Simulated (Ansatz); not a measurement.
Species: sum formula SOF, net charge 0, doublet state. It need not be the lowest isomer of its formula. SMILES: O=[S]F
Geometry from a B3LYP-D3(BJ)/def2-TZVP (Ansatz, a quantum-chemistry and plane-wave program) optimisation:
```xyz
3

O     -1.2135    -0.4937     0.0699
S     -0.1129     0.4581    -0.0167
F      1.2793    -0.3756    -0.0325
```
Charge 0, spin multiplicity 2.

Computed values are from Ansatz. Correlated levels leave the core frozen unless marked. Open shells are spin-unrestricted. Spin-orbit coupling is left out. No relativistic terms. Basis-set limits of correlation are two-point, X^-3; Hartree-Fock from the larger set. [CCSD(T)-MP2]/basis is that difference in the basis named.

The atomisation energy De is 211.0 kcal/mol at CCSD(T)/CBS(cc-pV(T+d)Z,cc-pV(Q+d)Z). The vertical electron affinity (to the singlet; negative means unbound) is 1.17 eV at RI-MP2/CBS(aug-cc-pV(T+d)Z,aug-cc-pV(Q+d)Z)+[CCSD(T)-MP2]/aug-cc-pV(T+d)Z. The total energy is -572.6814 Eh at CCSD(T)/CBS(cc-pV(T+d)Z,cc-pV(Q+d)Z) and the dipole moment is 1.73 D at CCSD(T)/aug-cc-pV(D+d)Z. The T1 diagnostic is 0.022 at CCSD/cc-pV(Q+d)Z.
